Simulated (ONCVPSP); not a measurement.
## xenon, ONCV: configuration errors across variants

xenon, optimised norm-conserving Vanderbilt (ONCV), made with ONCVPSP 4.0.1 (PBEsol, scalar-relativistic). Core [Kr] 4d10, reference 5s2 5p6. Waves: 5s: rc 1.65 bohr, ncon 4, nbas 8, qcut 3.9 1/bohr, 2 projectors, debl 2.9 Ha; 5p: rc 1.55 bohr, ncon 4, nbas 8, qcut 5.9 1/bohr, 2 projectors, debl 1.8 Ha. Local part: polynomial inside 1.55 bohr (lpopt 2, dvloc0 0 Ha). Core correction: none.

All-electron excitation energies from the reference (eV): (1) 5s2 5p5 12.552; (2) 5s2 5p4 34.332; (3) 5s2 5p3 66.103; (4) 5s2 5p2 108.487.

A true bound ghost makes a file unfit for plane-wave use even where its test errors are small: the radial tests pick states by their node count and pass the ghost by.

Errors AE − PS in meV (a dash: test not solved or not reliable):

```tsv
change	(1)	(2)	(3)	(4)	bound ghosts	GHOST(+) flags above zero
base	-6.1	-23	-54	-97	p	s
s: debl 1.6	-6.1	-23	-54	-98	p	s
s: debl 2	-6.1	-23	-54	-97	p	s
s: debl 4.65	-6.1	-23	-53	-95	p	s
```

(1) Give the same row for: s: debl 0.95.

Answers

(1) -6.1, -23, -54, -98; bound ghosts: p; GHOST(+) flags above zero: s.
